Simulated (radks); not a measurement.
Ionisation of neutral rhenium, [Xe] 4f14 5d5 6s2, to [Xe] 4f14 5d5 6s1 as the strength of local exchange is varied. Calculated with a radial shooting solver on a logarithmic mesh with Libxc functionals: scalar-relativistic Kohn-Sham, Slater X-alpha exchange (alpha = 2/3 is LDA exchange), no correlation, spin-polarised, spherical densities, finite nucleus; open shells are filled with parallel spins first (spin-orbit coupling, left out, can overturn this in heavy ions); Fermi nuclear charge, rms radius 5.3698 fm.

alpha  E(Re) (hartree)  exchange (hartree)  IE (eV)  -e of the level emptied (eV)  <r> of it (bohr)
0.667      -16672.3813           -313.2408    6.380                    3.803 (6s)             3.408
0.726      -16700.2546           -341.5651    6.604                    4.058 (6s)             3.376
0.908      -16786.5533           -429.5636    7.356                    4.920 (6s)             3.275
1.046      -16852.3068           -496.9153    7.982                    5.644 (6s)             3.195
1.048      -16853.2618           -497.8954    7.992                    5.655 (6s)             3.194

NIST Atomic Spectra Database: 7.834 eV (measured). The Delta-SCF value meets it near alpha = 1.01. Open shells are spherical and high-spin; term and fine-structure splittings are not resolved. Spin-orbit splitting is averaged out at the scalar-relativistic level.
